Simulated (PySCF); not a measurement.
PBEsol on Se⁻ (selenium, charge -1), [Ar] 3d10 4s2 4p5, 2P determinant. All numbers are calculated (PySCF 2.14, scalar relativity through the core potential, in aug-cc-pVDZ-PP with ECP10MDF).

```
cycle= 1 E= -372.81843704877  delta_E= -0.0107  |g|= 0.0535  |ddm|= 0.311
cycle= 2 E= -372.818460076718  delta_E= -2.3e-05  |g|= 0.0368  |ddm|= 0.114
cycle= 3 E= -372.818937025873  delta_E= -0.000477  |g|= 0.0136  |ddm|= 0.106
cycle= 4 E= -372.819113272829  delta_E= -0.000176  |g|= 0.0005  |ddm|= 0.0386
cycle= 5 E= -372.819113596752  delta_E= -3.24e-07  |g|= 4.38e-05  |ddm|= 0.00186
cycle= 6 E= -372.819113601174  delta_E= -4.42e-09  |g|= 3.4e-06  |ddm|= 0.000297
cycle= 7 E= -372.81911360119  delta_E= -1.64e-11  |g|= 3.54e-07  |ddm|= 1.42e-05
converged SCF energy = -372.81911360119  <S^2> = 0.75238234  2S+1 = 2.0023809
```

Highest occupied orbital energy: 1.050 eV; ⟨L²⟩ = 2.02; populations by l: s 4.00, p 11.00, d 10.00.

(1) Can this result be used?

Results:

(1) With care. Self-consistency was reached. Energies and moments cover only the electrons outside the core potential. At PBEsol the highest occupied level has a positive energy, so only the finite basis holds that electron; in a semilocal or global hybrid functional this comes from self-interaction and does not mean that the real anion is unbound.
